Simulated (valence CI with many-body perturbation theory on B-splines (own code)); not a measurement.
Ir⁴⁵⁺: electric-dipole lines

Computed by relativistic CI+MBPT: four valence electrons over a frozen Dirac-Fock core [Ar] 3d10, radial functions for each j: 11 s, 11 p, 9 d, 7 f, 5 g, 2 h, 1 i, with the one-electron correlation potential Σ1 (screened to all orders), the two-electron term Σ2, the three-electron term Σ3, Breit, model QED; selected single and double excitations, second order for the rest (own B-spline code, finite nucleus).

The last digits are not significant, and no measured levels were compared; by estimate large intervals hold to a few tenths of a per cent, small ones and those within an open d or f shell to about a per cent.

Lines 51 to 100 of 249 in falling wavelength, among levels below 566.42 eV, chosen from the strongest by gf and those to the six lowest levels. Wavelengths and rates use the calculated energies. Electric multipoles are in the length gauge, E1 and E2 with the static RPA response of the core. Weak lines are less certain than strong ones. Lines between different terms over intervals too small for the method are left out, as are lines whose strength nearly cancels. The highest levels of a list are the least certain.

Levels are named by their leading jj configuration (3d3/2^4 stands for four electrons in 3d with j = 3/2), which in mixed levels can hold well under half, so a name can repeat and another be missing. Letters in brackets count levels of one name in rising energy.

```
λ vac (Å)                           Upper                       Lower   A (s⁻¹)  log gf  Branch %
    108.8           (4p1/2^2 4p3/2^2) J=0  (4s 4p1/2 4p3/2^2) J=1 [a]  6.14e+10   -0.96       8.5
    107.9          (4s 4p1/2^2 4p3/2) J=1      (4s^2 4p1/2 4p3/2) J=2  4.04e+10   -0.67       8.2
    107.2      (4s 4p1/2 4p3/2^2) J=1 [a]          (4s^2 4p3/2^2) J=2  1.15e+10   -1.23       1.9
    106.8  (4s 4p1/2 4p3/2 4d3/2) J=1 [d]      (4s^2 4p3/2 4d3/2) J=2  1.02e+10   -1.28       0.6
    105.0      (4s 4p1/2 4p3/2^2) J=2 [b]          (4s^2 4p3/2^2) J=2  2.45e+10   -0.69       2.7
    103.8          (4s 4p1/2^2 4p3/2) J=1      (4s^2 4p1/2 4p3/2) J=1  1.06e+10   -1.29       2.1
    103.7           (4p1/2^2 4p3/2^2) J=2      (4s 4p1/2 4p3/2^2) J=3  5.79e+10   -0.33       6.9
    103.6      (4s 4p1/2 4p3/2^2) J=1 [b]          (4s^2 4p3/2^2) J=2  1.96e+10   -1.02       1.6
    102.9  (4s 4p1/2 4p3/2 4d5/2) J=3 [c]      (4s^2 4p3/2 4d5/2) J=4  2.15e+10   -0.62       1.9
    102.4  (4s 4p1/2 4p3/2 4d5/2) J=4 [c]      (4s^2 4p3/2 4d5/2) J=4  1.07e+10   -0.82       1.3
    101.3  (4s 4p1/2 4p3/2 4d3/2) J=2 [d]      (4s^2 4p3/2 4d3/2) J=3  2.30e+10   -0.75       1.1
    99.08  (4s 4p1/2 4p3/2 4d5/2) J=2 [b]      (4s^2 4p3/2 4d3/2) J=3  7.91e+09   -1.24       0.8
    97.55           (4p1/2^2 4p3/2^2) J=2  (4s 4p1/2 4p3/2^2) J=2 [a]  1.48e+10   -0.98       1.8
    83.03  (4s 4p1/2 4p3/2 4d3/2) J=2 [a]      (4s 4p1/2 4p3/2^2) J=3  1.50e+10   -1.11       9.9
    82.94          (4s 4p1/2^2 4d3/2) J=1      (4s 4p1/2^2 4p3/2) J=1  2.53e+10   -1.11      40.4
    81.22  (4s 4p1/2 4p3/2 4d3/2) J=3 [a]      (4s 4p1/2 4p3/2^2) J=3  7.87e+09   -1.26       8.5
    80.96          (4s 4p1/2^2 4d3/2) J=2      (4s 4p1/2^2 4p3/2) J=1  9.90e+08   -2.31       1.6
    80.68  (4s 4p1/2 4p3/2 4d3/2) J=2 [b]  (4s 4p1/2 4p3/2^2) J=2 [b]  1.56e+10   -1.12       2.0
    79.15  (4s 4p1/2 4p3/2 4d3/2) J=1 [a]  (4s 4p1/2 4p3/2^2) J=2 [a]  1.54e+10   -1.36      30.0
    77.88          (4s^2 4p1/2 4d3/2) J=2      (4s^2 4p1/2 4p3/2) J=2  1.47e+10   -1.18      92.8
    75.72          (4s^2 4p1/2 4d3/2) J=2      (4s^2 4p1/2 4p3/2) J=1  1.13e+09   -2.31       7.2
    75.13          (4s 4p1/2^2 4d3/2) J=1      (4s 4p1/2^2 4p3/2) J=2  7.96e+09   -1.69      12.7
    73.50          (4s 4p1/2^2 4d3/2) J=2      (4s 4p1/2^2 4p3/2) J=2  3.07e+10   -0.91      50.7
    72.04  (4s 4p1/2 4p3/2 4d3/2) J=3 [b]      (4s 4p1/2 4p3/2^2) J=3  9.24e+09   -1.30       0.7
    71.81          (4s^2 4p3/2 4d3/2) J=2          (4s^2 4p3/2^2) J=2  2.58e+09   -2.00       0.1
    71.63  (4s 4p1/2 4p3/2 4d3/2) J=2 [c]      (4s 4p1/2 4p3/2^2) J=3  1.63e+10   -1.20       0.9
    71.14          (4s^2 4p3/2 4d3/2) J=1          (4s^2 4p3/2^2) J=2  8.29e+09   -1.72       0.5
    70.84          (4s^2 4p3/2 4d3/2) J=3          (4s^2 4p3/2^2) J=2  7.95e+08   -2.38       0.1
    69.38          (4s^2 4p1/2 4d3/2) J=1      (4s^2 4p1/2 4p3/2) J=2  3.11e+08   -3.17       0.0
    68.09  (4s 4p1/2 4p3/2 4d5/2) J=2 [b]  (4s 4p1/2 4p3/2^2) J=2 [b]  3.42e+10   -0.93       3.4
    67.66          (4s^2 4p1/2 4d3/2) J=1      (4s^2 4p1/2 4p3/2) J=1  9.14e+09   -1.73       0.4
    67.50      (4s 4p1/2 4p3/2 4d3/2) J=4      (4s^2 4p1/2 4d5/2) J=3  2.69e+10   -0.78      80.5
    67.20  (4s 4p1/2 4p3/2 4d5/2) J=2 [b]  (4s 4p1/2 4p3/2^2) J=1 [a]  1.30e+10   -1.36       1.3
    65.77  (4s 4p1/2 4p3/2 4d5/2) J=1 [b]  (4s 4p1/2 4p3/2^2) J=1 [b]  3.20e+10   -1.21       5.3
    65.58          (4s 4p1/2^2 4d5/2) J=2      (4s 4p1/2^2 4p3/2) J=1  1.57e+11   -0.30      56.0
    65.44  (4s 4p1/2 4p3/2 4d5/2) J=1 [a]      (4s 4p1/2 4p3/2^2) J=0  4.09e+10   -1.10       3.8
    65.23          (4s^2 4p3/2 4d5/2) J=2          (4s^2 4p3/2^2) J=2  1.08e+11   -0.46      97.4
    65.22  (4s 4p1/2 4p3/2 4d5/2) J=1 [b]  (4s 4p1/2 4p3/2^2) J=2 [b]  3.59e+10   -1.16       6.0
    65.03  (4s 4p1/2 4p3/2 4d5/2) J=3 [a]      (4s 4p1/2 4p3/2^2) J=3  9.05e+10   -0.40      20.3
    64.94          (4s^2 4p1/2 4f7/2) J=3      (4s^2 4p1/2 4d5/2) J=2  1.29e+11   -0.24      46.0
    64.75          (4s^2 4p1/2 4d5/2) J=2      (4s^2 4p1/2 4p3/2) J=2  2.69e+10   -1.07      12.8
    64.70  (4s 4p1/2 4p3/2 4d5/2) J=2 [a]  (4s 4p1/2 4p3/2^2) J=2 [a]  1.12e+11   -0.45      29.5
    64.05          (4s^2 4p1/2 4d5/2) J=3      (4s^2 4p1/2 4p3/2) J=2  1.95e+11   -0.08      99.8
    63.98          (4s^2 4p1/2 4f7/2) J=4      (4s^2 4p1/2 4d5/2) J=3  1.34e+11   -0.13      96.0
    63.81  (4s 4p1/2 4p3/2 4d3/2) J=2 [d]      (4s 4p1/2 4p3/2^2) J=3  1.70e+10   -1.29       0.8
    63.61  (4s 4p1/2 4p3/2 4d5/2) J=1 [c]  (4s 4p1/2 4p3/2^2) J=1 [b]  2.82e+10   -1.29       3.4
    63.25          (4s^2 4p1/2 4d5/2) J=2      (4s^2 4p1/2 4p3/2) J=1  1.83e+11   -0.26      87.0
    63.24  (4s 4p1/2 4p3/2 4d5/2) J=2 [c]  (4s 4p1/2 4p3/2^2) J=1 [b]  4.56e+10   -0.86       4.7
    63.22      (4s 4p1/2 4p3/2 4d5/2) J=0  (4s 4p1/2 4p3/2^2) J=1 [b]  3.79e+11   -0.64      40.7
    63.21  (4s 4p1/2 4p3/2 4d5/2) J=3 [b]      (4s 4p1/2 4p3/2^2) J=3  7.69e+10   -0.49      10.2
```
